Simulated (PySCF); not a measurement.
tin monoxide anion (OSn), SMILES [O]=[Sn] (connectivity only; charge and spin as stated), charge -1, multiplicity 2. Atoms are numbered in the order given.

```xyz
2

Sn     0.0000     0.0000    -0.2615
O      0.0000     0.0000     1.6342
```
Charge -1, spin multiplicity 2.

Geometry optimised at B3LYP-D3(BJ)/def2-TZVPD. The spin state was assumed, not searched. The def2 effective core potentials stand for the cores of Sn; spin–orbit coupling is left out.

These are ωB97X/def2-TZVPD (PySCF) values and carry that method's errors.

Mulliken values depend strongly on the basis, most of all with diffuse functions as here. ESP charges are fitted to the potential on shells at 1.4 to 2.0 van der Waals radii. Atomic charges (e):

```
atom  ESP fit  Mulliken  Mulliken spin
----  -------  --------  -------------
Sn1       ___     -0.16           0.83
O2        ___     -0.84           0.17
```

Q: What belongs in the gaps? (An estimate is asked for; the answer gives what the named calculation found.)

A: 
- Sn1, ESP fit: -0.42
- O2, ESP fit: -0.58
